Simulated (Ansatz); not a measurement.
AlH₂Br. Charge 0, multiplicity 1. Geometry B3LYP-D4/def2-TZVP; atoms count from 1.

```xyz
4

Al   -0.167    0.067    0.095
H    -1.414    0.422   -0.789
H    -0.112    0.193    1.658
Br    1.693   -0.682   -0.964
```

**Question.** Estimate the Mulliken populations from the PBE0/def2-TZVP orbitals of Ansatz.

**Answer.** 
| atom | charge (e) |
| --- | --- |
| Al1 | 0.42 |
| H2 | -0.08 |
| H3 | -0.08 |
| Br4 | -0.26 |
Mulliken values and Mayer orders depend strongly on the basis.

**Question.** And the Mayer bond orders between bonded heavy atoms (over 0.3)?

**Answer.** Al1–Br4 1.16 (2.27 Å).
